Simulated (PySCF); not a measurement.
Delta-SCF ions had no search for a lower state. Excitations are Tamm–Dancoff values on a coarser integration grid. The basis has no diffuse functions, so Rydberg states are missing or too high.

Cartesian coordinates (Å):
```xyz
8

C      0.0836    -0.7354    -0.0878
C     -1.1114     0.0071     0.0395
N     -0.9825     1.3065     0.1850
S      0.6078     1.6885     0.1737
C      1.1625     0.1024    -0.0286
H      0.1384    -1.8075    -0.2134
H     -2.1098    -0.4158     0.0253
H      2.2115    -0.1459    -0.0937
```
Charge 0, spin multiplicity 1.

What HOMO–LUMO gap, HOMO, brightest of the four lowest singlets (TDA), vertical ionisation energy (Delta-SCF) and S1–T1 gap (TDA) does PySCF with PBE-D3(BJ)/def2-TZVP // PBE0-D4/def2-TZVP give?


The HOMO–LUMO gap is 4.70 eV and the HOMO comes out as -6.53 eV. The brightest of the four lowest singlets (TDA) is 5.80 eV and the vertical ionisation energy (Delta-SCF) is 9.69 eV. The S1–T1 gap (TDA) comes out as 1.18 eV.
